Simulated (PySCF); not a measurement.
1,1-dichlorobuta-1,2-diene (C4H4Cl2), SMILES C(=C=C(Cl)Cl)C.

Geometry: B3LYP-D3(BJ)/def2-SVP.

Level of theory: PBE0/def2-TZVP run with PySCF.

Symmetry labels are those of the subgroup Cs that the program uses (full group Cs).

Computed valence orbital energies around the gap with their symmetry:
```csv
orbital,symmetry,energy (eV)
HOMO−7,A",-12.10
HOMO−6,A',-11.32
HOMO−5,A',-10.98
HOMO−4,A',-9.68
HOMO−3,A",-9.33
HOMO−2,A",-9.03
HOMO−1,A",-7.99
HOMO,A',-7.23
LUMO,A",-1.00
LUMO+1,A',-0.26
LUMO+2,A',0.06
LUMO+3,A',1.54
```
